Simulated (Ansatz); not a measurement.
Cost and result for the atomization energy of C9H10, SMILES `c1ccc(C2CC2)cc1` (19 atoms, 20 bonds).

Z-matrix (Å, degrees):
```
C
C 1 1.480
C 1 1.505 2 121.1
C 1 1.505 2 121.1 3 -70.6
H 1 1.084 2 113.7 3 144.7
C 2 1.394 1 122.3 3 35.4
C 2 1.392 1 119.6 3 -144.6
H 3 1.083 1 116.9 2 -1.4
H 3 1.083 1 117.8 2 141.1
H 4 1.083 1 116.9 2 1.3
H 4 1.083 1 117.8 2 -141.2
C 6 1.385 2 120.9 1 -180.0
H 6 1.085 2 120.0 1 0.0
C 7 1.386 2 121.1 1 180.0
H 7 1.085 2 119.1 1 -0.0
C 12 1.388 6 120.4 2 -0.0
H 12 1.084 6 119.6 2 -180.0
H 14 1.084 7 119.7 2 -180.0
H 16 1.084 12 120.3 6 -180.0
```

The species carries charge 0 and has multiplicity 1. Geometry: relaxed with PBE0-D4/def2-TZVP. It is one conformer, not always the lowest. Program: Ansatz. All runs use 2 threads of an AMD EPYC 7R13 on a shared host and a share of an NVIDIA H100 80 GB. Times are those of one run each, without the atoms' runs, and a repeat can differ threefold. Electronic energies, without spin–orbit coupling; frozen cores. CCSD(T)/CBS adds CCSD(T) − MP2 in def2-TZVPP to the MP2 limit, and its time is that of the two runs behind it. T1 = 0.010; the RHF reference is unstable towards UHF.

CCSD(T)/CBS is a level of theory with its own doubt, some kJ/mol a heavy atom from the limit and from the frozen cores, so smaller differences don't rank the functionals.

```json
{"level": "BHLYP-D4/def2-TZVPP", "functions": "419", "wall time": "3.5 s", "atomization (kJ/mol)": "8564.7", "difference from CCSD(T)/CBS": "-208.2", "per bond": "-10.4"}
{"level": "r2SCANh-D4/def2-TZVPP", "functions": "419", "wall time": "3.8 s", "atomization (kJ/mol)": "8819.6", "difference from CCSD(T)/CBS": "46.7", "per bond": "2.3"}
{"level": "r2SCAN-D4/def2-TZVPP (with forces)", "functions": "419", "wall time": "4.2 s", "atomization (kJ/mol)": "8865.1", "difference from CCSD(T)/CBS": "92.2", "per bond": "4.6"}
{"level": "CAM-B3LYP-D4/def2-TZVPP", "functions": "419", "wall time": "4.4 s", "atomization (kJ/mol)": "8838.2", "difference from CCSD(T)/CBS": "65.3", "per bond": "3.3"}
{"level": "B97M-V/def2-TZVPP", "functions": "419", "wall time": "4.5 s", "atomization (kJ/mol)": "8845.5", "difference from CCSD(T)/CBS": "72.6", "per bond": "3.6"}
{"level": "CCSD(T)/def2-SVP", "functions": "176", "wall time": "5.5 s", "atomization (kJ/mol)": "8492.3", "difference from CCSD(T)/CBS": "-280.6", "per bond": "-14.0"}
{"level": "LDA (SPW92)/def2-TZVPP", "functions": "419", "wall time": "6 s", "atomization (kJ/mol)": "10138.5", "difference from CCSD(T)/CBS": "1365.6", "per bond": "68.3"}
{"level": "ωB97X-V/def2-TZVPP", "functions": "419", "wall time": "6 s", "atomization (kJ/mol)": "8807.4", "difference from CCSD(T)/CBS": "34.5", "per bond": "1.7"}
{"level": "revPBE-D4/def2-TZVPP", "functions": "419", "wall time": "7 s", "atomization (kJ/mol)": "8885.8", "difference from CCSD(T)/CBS": "112.9", "per bond": "5.6"}
{"level": "PBE-D4/def2-TZVPP (with forces)", "functions": "419", "wall time": "7.5 s", "atomization (kJ/mol)": "9101.5", "difference from CCSD(T)/CBS": "328.6", "per bond": "16.4"}
{"level": "MP2/def2-QZVPP", "functions": "813", "wall time": "11 s", "atomization (kJ/mol)": "8915.9", "difference from CCSD(T)/CBS": "143.0", "per bond": "7.2"}
{"level": "CCSD(T)/def2-TZVPP", "functions": "419", "wall time": "21 s", "atomization (kJ/mol)": "8579.9", "difference from CCSD(T)/CBS": "-193.0", "per bond": "-9.7"}
{"level": "CCSD(T)/CBS(def2)", "functions": "–", "wall time": "32 s", "atomization (kJ/mol)": "8772.9", "difference from CCSD(T)/CBS": "0.0", "per bond": "0.0"}
```

In def2-TZVPP, CCSD(T) changes the Hartree–Fock value by +2017.9 kJ/mol (the triples alone add +152.0 kJ/mol) and MP2 by +2240.8 kJ/mol; breaking electron pairs costs correlation energy, which Hartree–Fock lacks. At CCSD(T), def2-SVP lies −280.6 kJ/mol from the extrapolated value and def2-TZVPP −193.0 kJ/mol: correlation converges slowly with the basis, and small sets miss more of it in the bonded molecule than in its fragments. Leaving LDA and LC-ωPBE aside and taking each functional with its dispersion term where it has one, the values spread over 536.9 kJ/mol, from BHLYP-D4 to PBE-D4. LDA lies +1087.7 kJ/mol from PBE without D4, its usual overbinding.
